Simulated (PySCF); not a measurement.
Coordinates in bohr (charge 0 multiplicity 6):
```
Mn    0.0000    0.0000    0.0000
H     0.0000    0.0000    3.1981
H     0.0000    0.0000   -3.1981
```

Level of theory: PySCF, UPBE0, basis Mn def2-TZVP, H def2-TZVP (no relativity, density fitting).

This geometry of MnH₂ is a stationary point at this level.

(1) What is the point group?

(2) Is it a minimum?

(3) Which band is strongest in the infrared?

(4) What are the dipole moment and the gap between the highest occupied and lowest empty levels of either spin?

## Answers

(1) D∞h.

(2) Yes: all harmonic wavenumbers are real.

(3) 1624 cm⁻¹ (σu+), 690 km/mol.

(4) 0.00 D and 4.93 eV.

Only a few start shapes were tried, so a lower isomer may exist. Other spin states or occupations of the open shell can lie lower.
